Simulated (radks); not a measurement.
Values are calculated unless marked as measured or tabulated.
Initial-state core-level shifts of neutral palladium when its valence configuration changes from [Kr] 4d10. Code: a radial shooting solver on a logarithmic mesh with Libxc functionals. Model: scalar-relativistic Kohn-Sham, BLYP, spin-polarised, spherical densities, point nucleus; open shells are filled with parallel spins first (spin-orbit coupling, left out, can overturn this in heavy ions). Shifts are changes of the shell-averaged eigenvalues in eV (positive: less bound).

4d8 5p2: 2p -10.444; 3p -10.421; 3d -10.444; 4s -10.008
4d8.5 5p1.5: 2p -7.727; 3p -7.727; 3d -7.741; 4s -7.493
4d8.5 5s1 5p0.5: 2p -6.175; 3p -6.154; 3d -6.172; 4s -5.881
4d7.5 5p2.5: 2p -13.262; 3p -13.203; 3d -13.239; 4s -12.557
4d9 5s1: 2p -3.369; 3p -3.357; 3d -3.369; 4s -3.198
4d8 5s2: 2p -7.534; 3p -7.473; 3d -7.503; 4s -7.012
4d9.5 5p0.5: 2p -2.569; 3p -2.580; 3d -2.582; 4s -2.551
4d7 5p3: 2p -16.180; 3p -16.070; 3d -16.121; 4s -15.137
4d6 5s2 5p2: 2p -20.125; 3p -19.831; 3d -19.923; 4s -18.186
